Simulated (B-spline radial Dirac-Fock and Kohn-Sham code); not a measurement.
Subshell cross sections of S⁷⁺, photon energy 507 eV

System: sulfur as S⁷⁺, configuration [He] 2s2 2p5.

Input of the calculation (task.json; shells as n, l, electrons):

```json
{"items": [{
  "Z": 16,
  "q": 7,
  "cfg": [[1, 0, 2], [2, 0, 2], [2, 1, 5]],
  "A": 32,
  "rrms": 3.2611,
  "do": ["binding", "quiet", "photo"],
  "hv": [100, 297.0, 304.0, 400, 507.0, 1000, 1110.0, 1486.9, 2740.0, 2850.0, 2984.4, 4000, 6000, 12200.0, 15000, 136000.0]
}]}
```

Command: `python xray_run.py task.json out`

Model: a relativistic central-field model (Hartree-Slater potential of the initial state, Latter tail, multipole expansion of the photon field, Dirac-Fock thresholds). Program: a B-spline atomic structure program. The asymmetry parameter β is from the dipole term alone. Kinetic energies are from the vacuum level. Open shells are spread statistically over j, without multiplet splitting.

| subshell | electrons | binding (eV) | kinetic (eV) | σ (kb) | β |
| --- | --- | --- | --- | --- | --- |
| 2s | 2 | 389.0 | 118.0 | 179 | 2.00 |
| 2p1/2 | 1.67 | 331.7 | 175.3 | 179 | 1.48 |
| 2p3/2 | 3.33 | 330.3 | 176.7 | 353 | 1.49 |

Branching ratios of the spin-orbit partners (statistical value in brackets): 2p 1.98 (2.00).
